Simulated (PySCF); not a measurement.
C2H7GaO, singlet, geometry from GFN2-xTB (such geometries of metal compounds can be far from the true shape); PySCF with B3LYP/6-31G, polarisability by finite fields.

Here is a job for PySCF.
```python
from pyscf import gto, scf, dft

mol = gto.M(
    atom='''
Ga   -0.650932    0.948791   -0.042506
H    -1.058636    1.938873    1.056689
H    -1.060718    1.019438   -1.542030
O     0.341050   -0.258367    0.649121
C     1.115059   -1.433851    0.552384
C     1.116675   -1.993279   -0.864160
H     2.140156   -1.198182    0.863168
H     0.703235   -2.175495    1.247594
H     1.523186   -1.248672   -1.548795
H     1.718465   -2.897329   -0.914982
H     0.094406   -2.221440   -1.166275
''',
    basis='6-31g',
    charge=0,
    spin=0,
    verbose=4,
)

mf = dft.RKS(mol)
mf.xc = 'b3lyp'
mf.conv_tol = 1e-6
mf.kernel()
h0, z, done = mf.get_hcore(), mol.intor('int1e_r')[2], []
def energy(F):
    f = mf.copy()
    f.scf_summary = {}
    f.get_hcore = lambda *a: h0 + F * z
    e = f.kernel(mf.make_rdm1())
    done.append(f.converged)
    return e
F = 0.001
alpha = -(energy(F) + energy(-F) - 2 * mf.e_tot) / F**2
print('alpha_zz =', alpha)
```

Problem. Write the output that PySCF gives for this input, abridged.

Solution. 
```
PySCF version 2.14.0

[INPUT] verbose = 4
[INPUT] num. atoms = 11
[INPUT] num. electrons = 58
[INPUT] charge = 0
[INPUT] spin (= nelec alpha-beta = 2S) = 0
[INPUT] symmetry False subgroup None
[INPUT] Mole.unit = angstrom
[INPUT] Symbol           X                Y                Z      unit          X                Y                Z       unit  Magmom
[INPUT]  1 Ga    -0.650932000000   0.948791000000  -0.042506000000 AA   -1.230083205715   1.792955139452  -0.080324698651 Bohr   0.0
[INPUT]  2 H     -1.058636000000   1.938873000000   1.056689000000 AA   -2.000532105605   3.663938960314   1.996852808841 Bohr   0.0
[INPUT]  3 H     -1.060718000000   1.019438000000  -1.542030000000 AA   -2.004466515396   1.926458620974  -2.914014375863 Bohr   0.0
[INPUT]  4 O      0.341050000000  -0.258367000000   0.649121000000 AA    0.644491094783  -0.488242869626   1.226660911704 Bohr   0.0
[INPUT]  5 C      1.115059000000  -1.433851000000   0.552384000000 AA    2.107156122731  -2.709585693434   1.043854475592 Bohr   0.0
[INPUT]  6 C      1.116675000000  -1.993279000000  -0.864160000000 AA    2.110209920149  -3.766751399847  -1.633025727804 Bohr   0.0
[INPUT]  7 H      2.140156000000  -1.198182000000   0.863168000000 AA    4.044308703845  -2.264235827384   1.631151119489 Bohr   0.0
[INPUT]  8 H      0.703235000000  -2.175495000000   1.247594000000 AA    1.328921551209  -4.111089735361   2.357610974651 Bohr   0.0
[INPUT]  9 H      1.523186000000  -1.248672000000  -1.548795000000 AA    2.878404376772  -2.359648099413  -2.926798373096 Bohr   0.0
[INPUT] 10 H      1.718465000000  -2.897329000000  -0.914982000000 AA    3.247428204651  -5.475158302760  -1.729065388907 Bohr   0.0
[INPUT] 11 H      0.094406000000  -2.221440000000  -1.166275000000 AA    0.178401484516  -4.197913202154  -2.203940335927 Bohr   0.0

nuclear repulsion = 261.940261756912
number of shells = 40
number of NR pGTOs = 184
number of NR cGTOs = 68
basis = 6-31g
ecp = {}

******** <class 'pyscf.dft.rks.RKS'> ********
method = RKS
initial guess = minao
damping factor = 0
level_shift factor = 0
DIIS = <class 'pyscf.scf.diis.CDIIS'>
diis_start_cycle = 1
diis_space = 8
diis_damp = 0
SCF conv_tol = 1e-06
SCF conv_tol_grad = None
SCF max_cycles = 50
direct_scf = True
direct_scf_tol = 1e-13
XC library pyscf.dft.libxc version 7.1.2
    S. Lehtola, C. Steigemann, M. J. T. Oliveira, and M. A. L. Marques,  SoftwareX 7, 1–5 (2018)
XC functionals = b3lyp
    P. J. Stephens, F. J. Devlin, C. F. Chabalowski, and M. J. Frisch,  J. Phys. Chem. 98, 11623 (1994)
radial grids:
    Treutler-Ahlrichs [JCP 102, 346 (1995); DOI:10.1063/1.469408] (M4) radial grids

becke partition: Becke, JCP 88, 2547 (1988); DOI:10.1063/1.454033
pruning grids: <function nwchem_prune>
grids dens level: 3
symmetrized grids: False
atomic radii adjust function: <function treutler_atomic_radii_adjust>
small_rho_cutoff = 0
Set gradient conv threshold to 0.001
Initial guess from minao.
tot grids = 131880
init E= -2079.86136227645
  HOMO = -0.321157509423292  LUMO = -0.0772771404105761  gap/eV = 6.63632
cycle= 1 E= -2080.03253059035  delta_E= -0.171  |g|= 0.791  |ddm|=  2.9
  HOMO = -0.0709043282086155  LUMO = 0.0158516222263732  gap/eV = 2.36075
cycle= 2 E= -2079.17702890924  delta_E= 0.856  |g|= 2.05  |ddm|= 2.48
  HOMO = -0.262931915635581  LUMO = -0.0408021990968934  gap/eV = 6.04446
cycle= 3 E= -2080.15682932832  delta_E= -0.98  |g|= 0.165  |ddm|= 2.05
  HOMO = -0.256529534491749  LUMO = -0.0409672488547455  gap/eV = 5.86575
cycle= 4 E= -2080.16249171099  delta_E= -0.00566  |g|= 0.0932  |ddm|= 0.262
  HOMO = -0.256464356238925  LUMO = -0.0420692743945295  gap/eV = 5.83399
cycle= 5 E= -2080.16462388985  delta_E= -0.00213  |g|= 0.00852  |ddm|= 0.0793
  HOMO = -0.257340401161698  LUMO = -0.0415170433729357  gap/eV = 5.87285
cycle= 6 E= -2080.16464890451  delta_E= -2.5e-05  |g|= 0.0018  |ddm|= 0.0146
  HOMO = -0.257350368117976  LUMO = -0.0414704617415511  gap/eV = 5.87439
cycle= 7 E= -2080.16464961551  delta_E= -7.11e-07  |g|= 0.000677  |ddm|= 0.00213
  HOMO = -0.257511958724481  LUMO = -0.0414891059220968  gap/eV = 5.87828
Extra cycle  E= -2080.16464954472  delta_E= 7.08e-08  |g|= 0.000857  |ddm|= 0.00154
converged SCF energy = -2080.16464954472

******** <class 'pyscf.dft.rks.RKS'> ********
method = RKS
initial guess = minao
damping factor = 0
level_shift factor = 0
DIIS = <class 'pyscf.scf.diis.CDIIS'>
diis_start_cycle = 1
diis_space = 8
diis_damp = 0
SCF conv_tol = 1e-06
SCF conv_tol_grad = None
SCF max_cycles = 50
direct_scf = True
direct_scf_tol = 1e-13
XC library pyscf.dft.libxc version 7.1.2
    S. Lehtola, C. Steigemann, M. J. T. Oliveira, and M. A. L. Marques,  SoftwareX 7, 1–5 (2018)
XC functionals = b3lyp
    P. J. Stephens, F. J. Devlin, C. F. Chabalowski, and M. J. Frisch,  J. Phys. Chem. 98, 11623 (1994)
radial grids:
    Treutler-Ahlrichs [JCP 102, 346 (1995); DOI:10.1063/1.469408] (M4) radial grids

becke partition: Becke, JCP 88, 2547 (1988); DOI:10.1063/1.454033
pruning grids: <function nwchem_prune>
grids dens level: 3
symmetrized grids: False
atomic radii adjust function: <function treutler_atomic_radii_adjust>
small_rho_cutoff = 0
Overwritten attributes  get_hcore  of <class 'pyscf.dft.rks.RKS'>
Set gradient conv threshold to 0.001
init E= -2080.16430190834
  HOMO = -0.256794043946057  LUMO = -0.0414758302840301  gap/eV = 5.85911
cycle= 1 E= -2080.16431808933  delta_E= -1.62e-05  |g|= 0.0049  |ddm|= 0.0306
  HOMO = -0.258276533176947  LUMO = -0.0416581847886355  gap/eV = 5.89449
cycle= 2 E= -2080.16430685839  delta_E= 1.12e-05  |g|= 0.00926  |ddm|= 0.0166
  HOMO = -0.257306295036273  LUMO = -0.0415108811690459  gap/eV = 5.87209
cycle= 3 E= -2080.16432583794  delta_E= -1.9e-05  |g|= 0.000967  |ddm|= 0.00868
  HOMO = -0.257340963413565  LUMO = -0.0415365850078318  gap/eV = 5.87234
cycle= 4 E= -2080.16432614803  delta_E= -3.1e-07  |g|= 0.000213  |ddm|= 0.0015
  HOMO = -0.257326414624531  LUMO = -0.0415320103972041  gap/eV = 5.87206
Extra cycle  E= -2080.1643261404  delta_E= 7.63e-09  |g|= 0.000293  |ddm|= 0.000399
converged SCF energy = -2080.1643261404

******** <class 'pyscf.dft.rks.RKS'> ********
method = RKS
initial guess = minao
damping factor = 0
level_shift factor = 0
DIIS = <class 'pyscf.scf.diis.CDIIS'>
diis_start_cycle = 1
diis_space = 8
diis_damp = 0
SCF conv_tol = 1e-06
SCF conv_tol_grad = None
SCF max_cycles = 50
direct_scf = True
direct_scf_tol = 1e-13
XC library pyscf.dft.libxc version 7.1.2
    S. Lehtola, C. Steigemann, M. J. T. Oliveira, and M. A. L. Marques,  SoftwareX 7, 1–5 (2018)
XC functionals = b3lyp
    P. J. Stephens, F. J. Devlin, C. F. Chabalowski, and M. J. Frisch,  J. Phys. Chem. 98, 11623 (1994)
radial grids:
    Treutler-Ahlrichs [JCP 102, 346 (1995); DOI:10.1063/1.469408] (M4) radial grids

becke partition: Becke, JCP 88, 2547 (1988); DOI:10.1063/1.454033
pruning grids: <function nwchem_prune>
grids dens level: 3
symmetrized grids: False
atomic radii adjust function: <function treutler_atomic_radii_adjust>
small_rho_cutoff = 0
Set gradient conv threshold to 0.001
init E= -2080.16499718111
  HOMO = -0.257790418058707  LUMO = -0.0414629030173943  gap/eV = 5.88657
cycle= 1 E= -2080.16501565874  delta_E= -1.85e-05  |g|= 0.0034  |ddm|= 0.0294
  HOMO = -0.257061798361449  LUMO = -0.0413706521850896  gap/eV = 5.86926
cycle= 2 E= -2080.16501338063  delta_E= 2.28e-06  |g|= 0.00551  |ddm|= 0.0119
  HOMO = -0.257615973473863  LUMO = -0.0414604589711156  gap/eV = 5.88189
cycle= 3 E= -2080.16502010121  delta_E= -6.72e-06  |g|= 0.00101  |ddm|= 0.00557
  HOMO = -0.257515057897173  LUMO = -0.0414316851739507  gap/eV = 5.87993
cycle= 4 E= -2080.1650203887  delta_E= -2.87e-07  |g|= 0.000105  |ddm|= 0.00137
  HOMO = -0.257545515535443  LUMO = -0.0414353879434692  gap/eV = 5.88066
Extra cycle  E= -2080.16502038603  delta_E= 2.67e-09  |g|= 0.000161  |ddm|= 0.00025
converged SCF energy = -2080.16502038603
alpha_zz = 47.43698264064733
```
